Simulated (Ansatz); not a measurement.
Start from `CC(F)C=N` and change one atom or group to get `C[CH](F)[AlH2]`.

Ansatz, PBE0-D4/def2-TZVP geometries, multiplicity 1. Each molecule was computed in one conformer, which needn't be the lowest.

```json
{"property": "HOMO energy (ωB97M-V/def2-TZVPP) / eV", "`CC(F)C=N`": "-10.15"}
{"property": "size of the dipole moment (PBE/def2-TZVPP) / D", "`CC(F)C=N`": "2.72"}
{"property": "HOMO–LUMO gap (PBE/def2-TZVPP) / eV", "`CC(F)C=N`": "4.77"}
{"property": "HOMO–LUMO gap (ωB97M-V/def2-TZVPP) / eV", "`CC(F)C=N`": "12.04"}
{"property": "HOMO energy (PBE0/def2-TZVPP) / eV", "`CC(F)C=N`": "-7.75"}
{"property": "LUMO energy (ωB97M-V/def2-TZVPP) / eV", "`CC(F)C=N`": "1.89"}
```

Problem. What does the change do to each property? (An estimate is asked.)

Solution. The calculation gave: 
| property | `C[CH](F)[AlH2]` | shift |
| --- | --- | --- |
| HOMO energy (ωB97M-V/def2-TZVPP) / eV | -9.73 | 0.42 |
| size of the dipole moment (PBE/def2-TZVPP) / D | 1.51 | -1.21 |
| HOMO–LUMO gap (PBE/def2-TZVPP) / eV | 3.72 | -1.05 |
| HOMO–LUMO gap (ωB97M-V/def2-TZVPP) / eV | 9.69 | -2.35 |
| HOMO energy (PBE0/def2-TZVPP) / eV | -7.47 | 0.28 |
| LUMO energy (ωB97M-V/def2-TZVPP) / eV | -0.04 | -1.93 |

With PBE0 the HOMO rises by 0.28 eV and the LUMO falls by 1.31 eV, so the gap narrows by about 1.59 eV. PBE moves the HOMO by 0.10 eV and ωB97M-V by 0.42 eV. Dipoles are sizes alone; their direction can turn.
